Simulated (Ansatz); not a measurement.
FGeH2N (`[NH2][Ge][F]`), relaxed with RKS PBE-D4/def2-SVP in Ansatz from a rough embedded geometry. The force threshold is 0.03 eV/Å; the program also tests the step.

The species carries charge 0 and has multiplicity 1.

Start:

```xyz
5

N     0.220   -0.162    0.707
Ge    0.336   -0.056   -1.100
F    -1.191   -0.582   -1.744
H     1.130    0.269    1.067
H    -0.495    0.532    1.070
```

Question: How much energy does the relaxation release, and in how many steps? (Estimate.)

Answer: The calculation gave: 56.29 kJ/mol, in 7 steps, 1 of them rejected.

Question: Which bonds change most? (An estimate is asked.)

Answer: The calculation gave: Ge2–F3 from 1.738 to 1.788 Å; N1–H4 from 1.069 to 1.024 Å; N1–H5 from 1.060 to 1.026 Å; N1–Ge2 from 1.814 to 1.836 Å.

Question: Give the relaxed structure. (Best estimate.)

Answer: The calculation gave: 
```xyz
5

N     0.303    0.143    0.552
Ge    0.493   -0.321   -1.214
F    -1.265   -0.393   -1.533
H     1.082    0.305    1.196
H    -0.613    0.265    0.998
```
